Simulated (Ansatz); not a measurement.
Steps of a relaxation of BH₇SSi₂ with RKS PBE0-D4/def2-TZVP.

```sh
$ ansatz run in.yaml --threads 4 --pin off --events-out ev --progress --plain --max-ram 10444MiB
```

```yaml
crystal:
  periodic: [false, false, false]
  atoms:
    - {symbol: B, position_ang: [-0.857898, 1.373171, -0.976926]}
    - {symbol: Si, position_ang: [0.463288, -0.060915, -0.610417]}
    - {symbol: Si, position_ang: [1.254882, -0.646684, 1.520715]}
    - {symbol: S, position_ang: [-1.838153, -0.312126, -0.411939]}
    - {symbol: H, position_ang: [-0.999556, 2.169872, -0.068215]}
    - {symbol: H, position_ang: [-1.100514, 1.678807, -2.126868]}
    - {symbol: H, position_ang: [0.837964, -1.090220, -1.649068]}
    - {symbol: H, position_ang: [0.437671, 0.096259, 2.542686]}
    - {symbol: H, position_ang: [2.697639, -0.237058, 1.660545]}
    - {symbol: H, position_ang: [1.149809, -2.126881, 1.775340]}
    - {symbol: H, position_ang: [-1.979833, -0.901225, -1.635153]}
basis:
  gaussian: {orbitals: def2-TZVP}
hamiltonian: {xc: pbe0, dispersion: d4}
relax: {f_tol: 0.005, max_steps: 150}
```

Positions (Å) and forces (eV/Å) along the path, 8 of 8 steps:

```xyz
11
step=1 energy=-27370.6315 eV
B    -0.858    1.373   -0.977   -0.051    0.214   -0.041
Si    0.463   -0.061   -0.610   -0.392   -0.250   -0.069
Si    1.255   -0.647    1.521    0.080   -0.012    0.195
S    -1.838   -0.312   -0.412    0.369   -0.072   -0.534
H    -1.000    2.170   -0.068    0.034   -0.300   -0.333
H    -1.101    1.679   -2.127    0.075   -0.127    0.437
H     0.838   -1.090   -1.649   -0.072    0.234    0.210
H     0.438    0.096    2.543    0.170   -0.159   -0.222
H     2.698   -0.237    1.661   -0.301   -0.087   -0.034
H     1.150   -2.127    1.775    0.014    0.323   -0.077
H    -1.980   -0.901   -1.635    0.074    0.236    0.467
11
step=2 energy=-27370.6693 eV
B    -0.849    1.370   -0.972    0.020    0.036    0.006
Si    0.449   -0.075   -0.603   -0.242   -0.016   -0.026
Si    1.250   -0.639    1.516    0.032   -0.017    0.050
S    -1.824   -0.311   -0.410    0.191   -0.049   -0.238
H    -0.998    2.154   -0.073    0.020   -0.082   -0.102
H    -1.097    1.667   -2.107    0.022   -0.034    0.128
H     0.825   -1.084   -1.640   -0.016    0.066    0.060
H     0.439    0.096    2.527    0.041   -0.039   -0.053
H     2.681   -0.238    1.652   -0.077   -0.020   -0.012
H     1.138   -2.107    1.755    0.009    0.076    0.000
H    -1.949   -0.890   -1.625    0.000    0.079    0.188
11
step=3 energy=-27370.6747 eV
B    -0.844    1.370   -0.972    0.041   -0.014    0.015
Si    0.438   -0.077   -0.598   -0.021   -0.020   -0.029
Si    1.249   -0.641    1.515   -0.008    0.009    0.004
S    -1.810   -0.315   -0.419   -0.041    0.000    0.040
H    -0.993    2.150   -0.078   -0.023    0.010    0.015
H    -1.094    1.665   -2.101    0.006    0.004   -0.024
H     0.823   -1.074   -1.635    0.014   -0.002   -0.017
H     0.440    0.091    2.522   -0.005    0.010    0.018
H     2.674   -0.236    1.646    0.014    0.010   -0.007
H     1.145   -2.103    1.764   -0.002   -0.014   -0.004
H    -1.962   -0.888   -1.625    0.024    0.007   -0.011
11
step=4 energy=-27370.6752 eV
B    -0.842    1.369   -0.969    0.032    0.003    0.005
Si    0.433   -0.083   -0.600    0.000    0.013    0.024
Si    1.246   -0.640    1.515    0.004   -0.003   -0.012
S    -1.814   -0.313   -0.416   -0.019   -0.016   -0.003
H    -0.998    2.148   -0.075   -0.001    0.009    0.007
H    -1.087    1.665   -2.099   -0.009    0.002   -0.013
H     0.822   -1.075   -1.640    0.001   -0.003   -0.002
H     0.442    0.094    2.527   -0.003    0.005    0.001
H     2.672   -0.234    1.638    0.007    0.003   -0.001
H     1.141   -2.101    1.763    0.004   -0.006    0.007
H    -1.948   -0.887   -1.623   -0.014   -0.006   -0.013
11
step=5 energy=-27370.6752 eV
B    -0.846    1.366   -0.965    0.052    0.001   -0.001
Si    0.422   -0.091   -0.593    0.004    0.029    0.005
Si    1.251   -0.637    1.519   -0.024   -0.027   -0.004
S    -1.827   -0.318   -0.434   -0.008   -0.003    0.041
H    -1.007    2.139   -0.066   -0.004    0.007    0.009
H    -1.077    1.671   -2.095   -0.021    0.005   -0.020
H     0.819   -1.079   -1.634    0.000    0.001   -0.002
H     0.459    0.106    2.533   -0.004    0.006    0.006
H     2.679   -0.238    1.627    0.011    0.012   -0.010
H     1.143   -2.097    1.777    0.004   -0.008    0.011
H    -1.949   -0.879   -1.648   -0.011   -0.024   -0.036
11
step=6 energy=-27370.6756 eV
B    -0.843    1.367   -0.966    0.023    0.011    0.002
Si    0.426   -0.089   -0.593   -0.010   -0.001    0.002
Si    1.248   -0.641    1.519   -0.006   -0.002   -0.003
S    -1.825   -0.317   -0.432   -0.004   -0.012    0.012
H    -1.005    2.141   -0.068   -0.001    0.003    0.000
H    -1.080    1.670   -2.096   -0.003    0.002   -0.004
H     0.823   -1.076   -1.636   -0.001    0.002    0.000
H     0.454    0.102    2.532    0.001    0.001    0.002
H     2.675   -0.235    1.623    0.005    0.003    0.001
H     1.146   -2.101    1.782    0.000    0.001   -0.001
H    -1.953   -0.880   -1.645   -0.003   -0.008   -0.010
11
step=7 energy=-27370.6757 eV
B    -0.842    1.368   -0.966    0.013    0.010   -0.004
Si    0.425   -0.090   -0.593   -0.007   -0.001    0.002
Si    1.247   -0.641    1.519    0.002    0.001   -0.002
S    -1.825   -0.318   -0.432   -0.005   -0.010    0.006
H    -1.004    2.142   -0.067   -0.002    0.000    0.000
H    -1.079    1.671   -2.096   -0.001    0.001    0.000
H     0.822   -1.076   -1.636    0.001    0.000    0.001
H     0.455    0.102    2.533    0.000   -0.001   -0.001
H     2.674   -0.234    1.622    0.001    0.000    0.001
H     1.146   -2.101    1.782    0.001    0.001    0.000
H    -1.954   -0.881   -1.645   -0.001    0.000   -0.002
11
step=8 energy=-27370.6757 eV
B    -0.840    1.369   -0.966    0.000    0.004   -0.002
Si    0.423   -0.091   -0.592   -0.001   -0.001    0.000
Si    1.247   -0.641    1.519    0.004    0.003    0.001
S    -1.827   -0.319   -0.433   -0.002   -0.004   -0.003
H    -1.005    2.142   -0.067    0.001    0.000    0.000
H    -1.078    1.672   -2.096    0.000   -0.001    0.002
H     0.822   -1.076   -1.636    0.000   -0.001    0.000
H     0.455    0.102    2.534   -0.001   -0.001    0.000
H     2.674   -0.232    1.621   -0.002   -0.001    0.000
H     1.148   -2.101    1.783    0.000    0.000    0.000
H    -1.955   -0.881   -1.647    0.001    0.002    0.003
```

Run time 27 s (4 threads of an Arm Neoverse V1 on a shared host); peak host memory 0.48 GiB.
